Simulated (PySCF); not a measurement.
Two-dimensional NMR puzzle

Compound of formula C₉H₇FOSi. Correlations simulated from computed shifts and the bond graph:

HSQC (one-bond C–H):
```
  δH     δC
8.50  138.3
8.32  148.7
7.84  135.2
3.23   95.8
```

COSY cross peaks (H two or three bonds apart, from the bond graph; peaks can be absent where the dihedral angle is near 90°):
```
  δH    δH
8.50  7.84
8.32  7.84
```

HMBC (two and three bonds, from the bond graph):
```
  δH                                 δC
8.50  170.2, 153.7, 148.7, 135.2, 133.2
8.32   153.7, 138.3, 135.7, 135.2, 88.4
7.84         148.7, 138.3, 135.7, 133.2
4.90                153.7, 135.7, 133.2
3.23                        135.7, 88.4
```

Carbons without hydrogens: δ 170.2, 153.7, 135.7, 133.2, 88.4.

Method: GIAO PBE0/pcSseg-1 shieldings, GFN2-xTB structure, in PySCF 2.14.0 with density-fitted response routines (a single conformation, averaged over atoms made equivalent by symmetry, fast rotation or ring inversion, in vacuum, relativity neglected).

Chemical shifts δ = σref − σ; TMS for $^{1}$H (31.72 ppm), $^{13}$C (186.93 ppm), all at this level.

Exchangeable hydrogens are left out of these lists.

Problem. Assemble the structure.

Solution. SMILES c1c(C#C)c([SiH3])c(C(=O)F)cc1.

Mapped SMILES: `[CH:1]#[C:2][c:3]1[cH:4][cH:5][cH:6][c:7]([C:8](=[O:9])[F:10])[c:11]1[SiH3:12]`. Hydrogens are named by the atom that carries them.

1. δC 170.2 is C8, a carbonyl carbon.
2. δC 153.7 is C11, a substituted aromatic carbon.
3. δC 148.7 is C4, an aromatic CH (δH 8.32).
4. δC 138.3 is C6, an aromatic CH (δH 8.50).
5. δC 135.7 is C3, a substituted aromatic carbon.
6. δC 135.2 is C5, an aromatic CH (δH 7.84).
7. δC 133.2 is C7, a substituted aromatic carbon.
8. δC 95.8 is C1, a terminal alkyne carbon (δH 3.23).
9. δC 88.4 is C2, an alkyne carbon.
10. HMBC from δH 8.50 reaches the proton-free carbons C8, C11, C7.
11. HMBC from δH 8.32 reaches the proton-free carbons C11, C3, C2.
12. HMBC from δH 7.84 reaches the proton-free carbons C3, C7.
13. HMBC from δH 4.90 reaches the proton-free carbons C11, C3, C7.
14. COSY links 8.50–7.84, 8.32–7.84.

The data come from this structure; uniqueness wasn't tested.

Shifts are as computed. Against solution values, carbons near 30 ppm lie about +3 ppm off and those near 130 ppm about +5 ppm. Of 1211 compounds with measured shifts, 218 miss one by over three times the rms of a fit or turn the order of signals round; such compounds aren't used in these exercises.
